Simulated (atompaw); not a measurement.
## LDA (PW92) PAW (atompaw) dataset for Cr, scalar-relativistic all-electron reference.

Input for atompaw 4.2.0.5:

```
Cr 24
LDA-PW scalarrelativistic loggrid 1500 logderivrange -8 5 326
4 4 3 0 0 0
4 0 0.75
4 1 0
3 2 5
0 0 0
c
c
v
v
c
v
v
v
2
1.75 1.40 1.55 1.05
n
n
y
0.45
n
custom rrkj vanderbiltortho sinc
3 1 ultrasoft
1.20
1.65
1.00
1.75
1.60
1.75
PWSCFOUT
UPFDX 0.0125d0 UPFXMIN -7.d0 UPFZMESH 24.d0
END
```

Command:

```bash
atompaw < Cr.input > Cr.log
```

The program printed (summary file):

```
[... start of the log left out ...]
   Valence                  :     -243.27033585937846

 PAW parameters:
       lmax =            2
         rc =    1.7589071199291104
        irc =         1037
   rc_shape =    1.4078250522600537
    rc_vloc =    1.5542628984218507
    rc_core =    1.0548635798128918
   Vloc: Non norm-conserving form with l= 3;e=   1.0000E+00
   Projector type: RRKJ pseudization + Vanderbilt ortho.
   Sinc^2 compensation charge shape zeroed at   1.4078E+00

 Number of basis functions     6
 No.   n  nodes  l      Energy         Cp coeff         Occ
  1    3    2    0   -0.5525781E+01 -0.4249691E+01  0.2000000E+01
  2    4    3    0   -0.4130814E+00 -0.8401914E+01  0.7500000E+00
  3    3    1    1   -0.3452942E+01 -0.6972308E+00  0.6000000E+01
  4    4    2    1   -0.1653390E+00 -0.6078953E+01  0.0000000E+00
  5    3    0    2   -0.3493462E+00  0.3473641E+02  0.5000000E+01
  6  999    1    2    0.4500000E+00  0.4478477E+00  0.0000000E+00

 Eigenvalues of overlap operator (in the basis of projectors):
    1       -1.77773698E+00
    2        4.97439251E-02
    3        1.07342260E-01
    4        1.95627239E+01
    5        8.02686571E+01
    6        1.03094754E+03

The overlap operator has at least one negative eigenvalue!
It might be not positive definite...
Program is stopping.
This probably means that your projectors are too similar
or that your PAW basis is incomplete.
Advice: try to change your input parameters (f.i. : reference energies).
```

The run stopped because the overlap operator built from these waves and projectors is not positive definite.

The run took about 2 s on one core of a shared server CPU.
